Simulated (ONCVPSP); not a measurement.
Transferability test, ONCV potential for boron (B)

boron (B), optimised norm-conserving Vanderbilt (ONCV), made with ONCVPSP 4.0.1 (LDA (Perdew-Wang 92), scalar-relativistic). Core [He], reference 2s2 2p1. Waves: 2s: rc 1.50 bohr, ncon 4, nbas 7, qcut 4.3 1/bohr, 3 projectors, debl 1.4 Ha; 2p: rc 3.30 bohr, ncon 4, nbas 8, qcut 4.6 1/bohr, 1 projector. Local part: polynomial inside 1.15 bohr (lpopt 3, dvloc0 6 Ha). Core correction: Teter function, fcfact 3.25, rcfact 1.3.

Energies are relative to the spin-unpolarised reference configuration 2s2 2p1; without spin polarisation the order of configurations can differ from experiment.

(1) Give the all-electron excitation energy and the error of the potential for: 2s2 2p0; 2s1 2p0; 2s2 2p0.5; 2s1 2p2.

Levels in the configuration 2s1 2p2:

| level | all-electron (eV) | pseudo (eV) |
| --- | --- | --- |
| 2s | -9.846 | -9.934 |
| 2p | -4.146 | -4.199 |

Answers

(1)

```json
{"valence configuration": "2s2 2p0", "charge": "+1", "ΔE all-electron (eV)": "8.321", "error AE − PS (meV)": "+112"}
{"valence configuration": "2s1 2p0", "charge": "+2", "ΔE all-electron (eV)": "33.619", "error AE − PS (meV)": "+343"}
{"valence configuration": "2s2 2p0.5", "charge": "+0.5", "ΔE all-electron (eV)": "2.940", "error AE − PS (meV)": "+16"}
{"valence configuration": "2s1 2p2", "charge": "0", "ΔE all-electron (eV)": "5.685", "error AE − PS (meV)": "-18"}
```
